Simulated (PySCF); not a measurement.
Ionisation energy of Os(47+) by level of theory

Os(47+) [Ar] 3d10 4s1 [4s1/2^1, M_J = 1/2] → Os(48+) [Ar] 3d10, as a difference of total energies. Calculation: PySCF 2.14, in an even-tempered Gaussian basis (16 s from 6.6 bohr⁻², ratio 2.8; 13 p from 8.5 bohr⁻², ratio 2.8; 8 d from 15 bohr⁻², ratio 2.8; 4 f from 34 bohr⁻², ratio 3); the two-component X2C-1e Hamiltonian. Correlated levels: [Ne] frozen; the 72 highest virtual spinors dropped. "Screened" scales the spin-orbit matrix elements by Boettger's factors to mimic the two-electron term; Breit and QED terms are absent.

```tsv
method	ionisation energy (eV)
GHF (spin-free)	2600.4
GMP2 (spin-free)	2601.7
GHF (screened spin-orbit)	2600.0
GMP2 (screened spin-orbit)	2601.3
```

Breit and QED terms and the two-electron picture change are absent.

For comparison: 2615.5 ± 1.4 eV (semi-empirical (NIST evaluation); NIST Atomic Spectra Database, ionization energies).
